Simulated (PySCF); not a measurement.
Method: PySCF with PBE-D3(BJ)/def2-TZVP // PBE0-D3(BJ)/def2-TZVP. All species are isolated molecules in the gas phase. 

Reference species (SMILES): `Cl[C](Cl)Cl` (neutral, multiplicity 2).

| Property | Value |
|---|---|
| dipole moment | 0.20 D |

Changed species: `[CH2]Cl` (radical fragment; the reference has radical fragment).

Q: Give the shifts of the dipole moment.

A: the dipole moment rises by 0.69 D, to 0.89 D.
